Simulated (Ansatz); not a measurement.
Gas-phase electronic energies from Ansatz, PBE0-D4/def2-TZVP geometries. CCSD(T)/CBS is the MP2 limit (def2-TZVPP, def2-QZVPP) plus CCSD(T) − MP2 in def2-TZVPP, frozen cores. This one scheme is used for every species. Functionals use def2-TZVPP. def2 core potentials past Kr. For Sn outer-core shells are correlated without core-valence functions, which leaves a few kJ/mol of doubt a bond. Each species was taken in one conformer, which may not be the lowest.

`[OH][Al]([Cl])[Cl]` + `[SH][SnH2][Cl]` → aluminium trichloride + `[OH][SnH2][SH]`  (redistribution)

```csv
level,ΔE (kJ/mol)
revPBE-D4,45.4
PBE0-D4,50.5
```

(1) What does CCSD(T)/CBS give? (Best estimate.)

Largest T1 diagnostic among the species: 0.013.

## Answers

(1) The calculation gave: +48.6 kJ/mol. The listed levels differ from it by -3.2, 1.9 kJ/mol.

From PBE to PBE0 (25 % exact exchange), in def2-TZVPP and without D4, ΔE moves by +3.5 kJ/mol. In def2-TZVPP, CCSD(T) changes the Hartree–Fock value by −9.5 kJ/mol (the triples alone add −2.1 kJ/mol) and MP2 by −8.9 kJ/mol. Leaving LDA and LC-ωPBE aside and taking each functional with its dispersion term where it has one, the values, not all of them listed here, spread over 11.2 kJ/mol, from revPBE-D4 to BHLYP-D4. LDA lies +3.4 kJ/mol from PBE without D4.
